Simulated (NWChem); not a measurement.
# Ionisation of BCl (+1)

```xyz
2

B      0.0000     0.0000     1.2392
Cl     0.0000     0.0000    -0.3645
```
Charge +1, spin multiplicity 2.

Program: NWChem. All single points use one geometry, from UPBE0/def2-SVP, a minimum by its harmonic frequencies.

Basis set: def2-TZVP. The species with one electron less has spin multiplicity 1 and keeps the geometry of the parent. Δ marks differences of total energies (open shells unrestricted). −ε marks an orbital energy of the parent. That orbital need not have the symmetry of the hole or added electron in the Δ rows. That singlet is a closed-shell solution.

B3LYP has NWChem's definition, with VWN1-RPA local correlation. This spin state was chosen for the runs; another may lie lower. The structure started from a generated list of species. The unpaired electrons of the parent sit in orbitals of symmetry a1 (C2v labels of the run); other states weren't searched. The stability of the SCF solutions was not checked. Open-shell Hartree-Fock references start from PBE0 orbitals.

Problem. For the first vertical ionisation energy, −ε(alpha HOMO) of B3LYP gives 17.18 eV and −ε(alpha HOMO) of PBE gives 15.96 eV. What do −ε(alpha HOMO) of HF, ΔB3LYP, ΔPBE give?

Solution. −ε(alpha HOMO) of HF: 21.80 eV; ΔB3LYP: 20.67 eV; ΔPBE: 20.47 eV.
